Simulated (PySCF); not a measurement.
Correlation energy of Bi⁺ (bismuth, charge +1)

[Xe] 4f14 5d10 6s2 6p2, high-spin 3P determinant. Computed with PySCF 2.14 in cc-pVDZ-PP with ECP60MDF, with a scalar-relativistic core potential. Frozen: 5s2 5p6 5d10; 4 electrons correlated.

MP2 pair energies summed by pair of shells (mhartree):

```
 pair  energy  share (%)
6s-6p  -17.35       60.1
6s-6s   -8.65       30.0
6p-6p   -2.86        9.9
```

Total MP2 correlation energy: -28.86 mhartree.

Same-spin part -5.30 and opposite-spin part -23.56 mhartree; SCS-MP2 scales them by 1/3 and 6/5 to -30.04 mhartree.

```tsv
level	correlation energy (mhartree)
CCSD	-39.19
(T)	-0.30
CCSD(T)	-39.49
```

Diagnostics: T1 = 0.0056, D1 = 0.0134, largest double amplitude 0.073.

Spin-orbit coupling is strong in this species (close to jj coupling), so the high-spin LS determinant is a model state, not a physical level.

Cost of the coupled-cluster step: 0.14 s of wall time on 1 thread of Neoverse-N1 (shared host), for 4 correlated electrons.

Spin-orbit coupling is strong in this species, so the high-spin LS determinant is a model state.
